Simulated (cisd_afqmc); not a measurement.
Input (AFQMC/CISD/def2-SVP; cisd_afqmc is a phaseless AFQMC code with CISD trial states that reads the integrals written by Ansatz):

Ansatz 0.2 input:
```python
import cisd_afqmc

open("ham.yaml", "w").write("""\
crystal:
  periodic: [false, false, false]
  atoms:
    - {symbol: In, position_ang: [0.00000000, 0.00000000, 0.00000000]}
    - {symbol: Cl, position_ang: [0.00000000, 0.00000000, 2.22420773]}
    - {symbol: Cl, position_ang: [-0.00000000, -0.00000000, -2.22420773]}
basis:
  gaussian:
    orbitals: def2-SVP
total_charge: 1
magnetization: {spin_polarized: false}
correlation: {method: ccsd, electrons: outside_noble_gas, hamiltonian_folder: ham}
""")
rep = cisd_afqmc.ansatz("ham.yaml")
e_ccsd = rep["correlation"]["coupled_cluster"]["energy"]["hartree"]
out = cisd_afqmc.run("ham", e_ccsd, trial="CISD", walkers=200, populations=8, threads=8, dt=0.005, steps=40, early=36, settle=10, least=32,
    cut=5e-5, rank_cut=2e-4, target=0.0004, seconds=1500, seed=1, memory=17280, gpu=False)
```

Output:

```
orbitals 43, occupied [8], factors 243 of 655, rank of the doubles 109 of 280
E(HF) = -1107.728065
E(CCSD) on the cut factors = -1108.054882, shift to the whole factors -0.000004
Energy of the trial state on the determinant = -1108.054904
  tau behind 10.8 of longer steps, mean of the populations' last blocks
   2.0  -1108.06540
   4.0  -1108.06363
   6.0  -1108.06388
   8.0  -1108.06452
blocks 315 (0 outliers left out), error by blocks joined: 1: 0.00015, 2: 0.00019, 4: 0.00025, 8: 0.00027, 16: 0.00025
E(AFQMC/CISD) = -1108.06419 +/- 0.00027
```
